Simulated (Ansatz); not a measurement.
Z-matrix (Å, degrees):
```
C
O 1 1.428
B 1 1.583 2 113.3
H 1 1.096 2 105.9 3 -118.9
H 1 1.099 2 111.0 3 127.5
H 2 0.960 1 107.8 3 -74.1
Se 3 1.963 1 117.5 2 168.0
N 3 1.388 1 118.7 2 -12.3
H 7 1.468 3 96.4 1 174.4
H 8 1.008 3 119.2 1 -2.7
H 8 1.004 3 125.5 1 -178.6
```

The species carries charge 0 and has multiplicity 1.

**Question.** List the PBE/def2-TZVPP orbital energies in eV (Ansatz 0.2.0). (An estimate is asked.)

**Answer.** The calculation gave: Occupied: -12301.95, -1561.94, -1402.73, -1402.68, -1402.64, -510.28, -380.58, -269.66, -204.93, -177.20, -150.29, -150.14, -150.02, -53.38, -53.35, -53.25, -53.14, -53.13, -25.48, -21.75, -17.52, -16.65, -13.03, -12.60, -12.32, -10.55, -10.01, -9.34, -8.05, -7.65, -7.30, -6.04, -5.69. Lowest empty: -0.59, -0.51, -0.06, 0.82, 1.00, 1.44, 2.17, 2.55.
